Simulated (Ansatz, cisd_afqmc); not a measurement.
System: In, charge 0, doublet.

Total energies in def2-SVPD, 3 correlated electrons, 9 frozen orbitals. Radicals and triplets start from unrestricted determinants; spin-orbit coupling is neglected. Correlated methods leave the cores frozen (noble-gas shells, and filled d and f shells in the p block). Past Kr the def2 sets carry scalar-relativistic core potentials. AFQMC/CISD: phaseless, guided by CISD from CCSD amplitudes; bars are statistical, one sigma. Outlying blocks are dropped, and bars are widened where a walk drifts. Over all cases where full CI ran beside it in this data, AFQMC minus full CI had a median of +0.1 mEh and passed +0.4 mEh in a tenth of the cases. Spin-orbit terms, left out, reach several kcal/mol for Br and I, and more for heavier atoms.

| method | program | energy (Eh) | minus CCSDT (mEh) |
|---|---|---|---|
| HF | Ansatz | -189.20680 | 39.43 |
| MP2 | Ansatz | -189.23266 | 13.57 |
| CCSD | Ansatz | -189.24551 | 0.72 |
| CCSD(T) | Ansatz | -189.24600 | 0.23 |
| CCSDT | Ansatz | -189.24623 | 0.00 |
| AFQMC/CISD | cisd_afqmc | -189.2461 ± 0.0001 | 0.1 ± 0.1 |

Ansatz is a quantum-chemistry and plane-wave program.
